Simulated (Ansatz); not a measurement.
`C=C[SiH](O)F` + `N[SiH2]F` → `C=C[SiH](F)N[SiH2]F` + H₂O  (ligand exchange at the Si–O bond)

Computed with Ansatz on PBE0-D4/def2-TZVP structures; ΔE is electronic, products minus reactants. CCSD(T)/CBS adds triple-zeta CCSD(T) − MP2 to the extrapolated MP2 energy (def2 sets, frozen cores). This one scheme is used for every species. Functionals use def2-TZVPP. B3LYP here is the variant with VWN-RPA as its local correlation; programs differ in this. Each species was taken in one conformer, which may not be the lowest.

(1) Is it downhill or uphill in electronic energy at CCSD(T)/CBS, and by how much? (An estimate is asked.)

(2) What do these levels give: r2SCAN-D4, ωB97X-V, PBE, PBE0, B3LYP, SCS-MP2/def2-TZVPP, CCSD/def2-TZVPP, CCSD(T)/def2-TZVPP, HF/def2-QZVPP, MP2/def2-QZVPP, SCS-MP2/def2-QZVPP, CCSD/CBS(def2)? (Estimate.)

Largest T1 diagnostic among the species: 0.012.

Answers

(1) Ansatz gave: Uphill: ΔE = +0.33 eV.

(2) The calculation gave: r2SCAN-D4 0.39, ωB97X-V 0.38, PBE 0.42, PBE0 0.41, B3LYP 0.48, SCS-MP2/def2-TZVPP 0.38, CCSD/def2-TZVPP 0.37, CCSD(T)/def2-TZVPP 0.35, HF/def2-QZVPP 0.50, MP2/def2-QZVPP 0.33, SCS-MP2/def2-QZVPP 0.37, CCSD/CBS(def2) 0.35 eV.

The D4 term adds −0.12 eV with B3LYP and −0.07 eV with PBE0; it sums over pairs of atoms, weighted by their polarisabilities, and B3LYP, whose exchange is more repulsive, gets the larger term. In def2-TZVPP, CCSD(T) changes the Hartree–Fock value by −0.15 eV (the triples alone add −0.02 eV) and MP2 by −0.16 eV.
